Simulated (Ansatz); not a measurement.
C₂H₆N (SMILES C=[NH+]C), charge +1, singlet, geometry from GFN2-xTB; CCSD(T)/STO-3G (Ansatz, a first-principles code).

Here is a job for Ansatz.
Ansatz 0.2 input:
```yaml
crystal:
  periodic: [false, false, false]
  atoms:
    - {symbol: C, position_ang: [1.19670548, 0.19800153, -0.25514348]}
    - {symbol: N, position_ang: [0.15620289, -0.25883000, 0.29860321]}
    - {symbol: C, position_ang: [-1.19281822, 0.05866004, -0.04418099]}
    - {symbol: H, position_ang: [1.11956830, 0.90336850, -1.07597570]}
    - {symbol: H, position_ang: [2.18586447, -0.09844992, 0.07041593]}
    - {symbol: H, position_ang: [0.24717746, -0.92434630, 1.07269205]}
    - {symbol: H, position_ang: [-1.70467681, 0.47811026, 0.82533553]}
    - {symbol: H, position_ang: [-1.23680754, 0.76725567, -0.86945039]}
    - {symbol: H, position_ang: [-1.72786969, -0.85409755, -0.31729306]}
basis:
  gaussian:
    orbitals: STO-3G
total_charge: 1
magnetization: {spin_polarized: false}
correlation: {method: ccsd_t, electrons: outside_noble_gas}
accuracy: high
```

The log (banner, timings and long lists left out):

```
Functional definition: HF
400 factors; integrals over basis functions are off by at most 2.1e-8 eV
mean field evaluation 1: about -3586.3566 eV, gradient 1.3e1 eV
mean field evaluation 2: about -3586.4946 eV, gradient 1.3e1 eV
mean field evaluation 4: about -3587.0941 eV, gradient 1.4e0 eV
mean field evaluation 8: about -3587.1007 eV, gradient 1.1e-6 eV
mean field evaluation 16: about -3586.9733 eV, gradient 4.2e-2 eV
mean field -3587.10072725 eV, -131.8235203023 hartree, gradient 5.9e-8 eV, S^2 0.000000; 0 other end points of the search recorded, 0 dependent functions left out
3 core orbitals not correlated
reference -3587.10072725 eV, -131.8235203023 hartree; 9, 9 occupied and 9, 9 virtual orbitals, 400 factors
second order -4.61832809 eV of doubles, -0.00000000 eV of singles
cycle   1  -5.40586182 eV  change   -7.9e-1 eV  update   8.4e-2
cycle   2  -5.84508374 eV  change   -4.4e-1 eV  update   3.5e-2
cycle   3  -5.92653849 eV  change   -8.1e-2 eV  update   1.2e-2
cycle   4  -5.92663698 eV  change   -9.8e-5 eV  update   3.5e-3
cycle   5  -5.92495809 eV  change    1.7e-3 eV  update   7.4e-4
cycle   6  -5.92460119 eV  change    3.6e-4 eV  update   1.9e-4
cycle   7  -5.92451807 eV  change    8.3e-5 eV  update   5.2e-5
cycle   8  -5.92451571 eV  change    2.4e-6 eV  update   1.3e-5
cycle   9  -5.92451358 eV  change    2.1e-6 eV  update   3.7e-6
cycle  10  -5.92451190 eV  change    1.7e-6 eV  update   1.3e-6
cycle  11  -5.92451200 eV  change   -9.4e-8 eV  update   4.0e-7
cycle  12  -5.92451226 eV  change   -2.6e-7 eV  update   1.1e-7
cycle  13  -5.92451234 eV  change   -7.9e-8 eV  update   3.8e-8
cycle  14  -5.92451237 eV  change   -3.6e-8 eV  update   2.0e-8
cycle  15  -5.92451207 eV  change    3.0e-7 eV  update   8.3e-8
cycle  16  -5.92451196 eV  change    1.1e-7 eV  update   2.6e-8
cycle  17  -5.92451194 eV  change    2.6e-8 eV  update   6.8e-9
cycle  18  -5.92451193 eV  change    7.3e-9 eV  update   2.7e-9
cycle  19  -5.92451193 eV  change    5.9e-9 eV  update   1.3e-9
cycle  20  -5.92451192 eV  change    1.5e-9 eV  update  3.0e-10
perturbative correction -0.07122158 eV, -0.0026173448 hartree
Total energy: -3593.09646076 eV, -132.0438594445 hartree
```
